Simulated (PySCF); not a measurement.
# F⁺: interval between two levels

F⁺ [He] 2s2 2p4 [3P2, M_J = 2] → F⁺ [He] 2s1 2p5 [3P2, M_J = 2], as a difference of total energies. All numbers are calculated (PySCF 2.14, the two-component X2C-1e Hamiltonian, in x2c-SVPall-2c with one added diffuse shell of s type (4s2p1d, 15 functions)). Correlated levels: 1s2 frozen. "Screened" scales the spin-orbit matrix elements by Boettger's factors to mimic the two-electron term; Breit and QED terms are absent.

```tsv
method	interval between two levels (cm⁻¹)
GHF (spin-free)	169750
GMP2 (spin-free)	163660
GHF (screened spin-orbit)	169750
GMP2 (screened spin-orbit)	163660
```

Errors of the correlated levels include the incompleteness of this basis and the frozen core.

The labels give the starting determinants; with spin-orbit coupling the two ends relaxed to ⟨J²⟩ = 6.01, ⟨L²⟩ = 2.00, ⟨S²⟩ = 2.00 and ⟨J²⟩ = 6.01, ⟨L²⟩ = 2.00, ⟨S²⟩ = 2.01.

For comparison: 164800 cm⁻¹ (measured; NIST Handbook of Basic Atomic Spectroscopic Data (Sansonetti and Martin, J. Phys. Chem. Ref. Data 34, 1559 (2005))).
